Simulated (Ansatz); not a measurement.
One change: `[SH][Mg][Cl]` becomes `[SH][Zn][Cl]`.

Ansatz, PBE0-D4/def2-TZVP geometries, multiplicity 1. Each molecule was computed in one conformer, which needn't be the lowest.

Outer-core shells of Mg, Zn are correlated without core-valence functions. Scalar relativity is left out up to krypton.

| property | `[SH][Mg][Cl]` |
| --- | --- |
| HOMO–LUMO gap (PBE/def2-TZVPP) / eV | 3.95 |
| HOMO energy (ωB97M-V/def2-TZVPP) / eV | -9.64 |
| LUMO energy (B3LYP/def2-TZVPP) / eV | -1.90 |
| vertical ionisation energy (CCSD(T)/def2-TZVPP) / eV | 9.78 |
| HOMO energy (PBE0/def2-TZVPP) / eV | -7.46 |
| HOMO–LUMO gap (PBE0/def2-TZVPP) / eV | 5.84 |

(1) What does the change do to each property? (Estimate.)

Answers

(1) Computed: 
| property | `[SH][Zn][Cl]` | shift |
| --- | --- | --- |
| HOMO–LUMO gap (PBE/def2-TZVPP) / eV | 4.36 | 0.41 |
| HOMO energy (ωB97M-V/def2-TZVPP) / eV | -9.92 | -0.28 |
| LUMO energy (B3LYP/def2-TZVPP) / eV | -1.60 | 0.30 |
| vertical ionisation energy (CCSD(T)/def2-TZVPP) / eV | 10.02 | 0.24 |
| HOMO energy (PBE0/def2-TZVPP) / eV | -7.74 | -0.28 |
| HOMO–LUMO gap (PBE0/def2-TZVPP) / eV | 6.45 | 0.61 |

With PBE0 the HOMO falls by 0.28 eV and the LUMO rises by 0.33 eV, so the gap widens by about 0.61 eV. PBE moves the HOMO by -0.26 eV and ωB97M-V by -0.28 eV.

B3LYP here is the variant with VWN-RPA as its local correlation; programs differ in this.
